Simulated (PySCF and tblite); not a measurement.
Values are calculated unless marked as measured or tabulated.
## Conformer ensemble of C₃H₅Br, numbered as in [CH2:1]=[CH:2][CH2:3][Br:4]

Level: CAM-B3LYP-D3(BJ)/def2-TZVP//PBE0-D3(BJ)/def2-SVP, thermal terms from GFN2-xTB, symmetry numbers and mirror pairs counted. Conformers within 3 kcal/mol (GFN2-xTB free energy) were kept, 8 at most. GIAO shieldings: B97-2/pcSseg-2. Shifts are against TMS (¹H), TMS (¹³C) at the same level; of two unlike H on one atom, a is the less shielded. Programs: PySCF with density fitting and tblite.

Torsions listed: C1–C2–C3–Br4. Of a mirror pair one member is shown.

```tsv
conformer	shape	symmetry	E(GFN2) kcal/mol	E(DFT) kcal/mol	G(298.15 K) kcal/mol	weight %	dipole D
1	-116°	C1 (pair)	0.00	0.00	0.00	92.2	1.99
2	0°	Cs	0.60	1.15	1.46	7.8	1.90
```

Weights (%) against temperature:

```tsv
T (K)	1	2	S(mix) cal/mol/K
220	95.7	4.3	1.67
260	93.9	6.1	1.75
298.15	92.2	7.8	1.81
340	90.4	9.6	1.87
380	88.8	11.2	1.92
```

Averaged shifts at 298.15 K. ¹H: 6.28 (H2, 1H), 5.53 (H1a, 1H), 5.38 (H1b, 1H), 3.93 (H3, 2H) ppm. ¹³C: 146.3 (C2), 125.5 (C1), 46.2 (C3) ppm.

Coordinates of conformer 1 (Å):

```xyz
9

C     1.363   -0.376   -0.275
C     0.331    0.451   -0.105
C    -0.995    0.023    0.406
Br   -2.390    0.261   -0.952
H     2.329   -0.014   -0.638
H     1.281   -1.446   -0.055
H     0.436    1.515   -0.345
H    -1.329    0.630    1.257
H    -1.013   -1.038    0.682
```

Coordinates of conformer 2 (Å):

```xyz
9

C     1.367    0.231   -0.277
C     0.340   -0.154    0.477
C    -1.101   -0.223    0.099
Br   -1.509    0.303   -1.721
H     2.383    0.237    0.123
H     1.223    0.550   -1.313
H     0.522   -0.468    1.513
H    -1.707    0.430    0.745
H    -1.487   -1.248    0.211
```

Spin–orbit effects of the heavy atoms on shieldings are missing. At a carbon that bears Br the missing effect is some 10 ppm, beside I tens of ppm. Shifts are unscaled: against experiment ¹³C can be off by 15 ppm or more and ¹H by 0.8 ppm.

Search and properties took 87 s on 1 thread of Intel Xeon Platinum 8259CL @ 2.50GHz, shared host (rough), launched as `OMP_NUM_THREADS=1 python ens_run.py task.json out`.
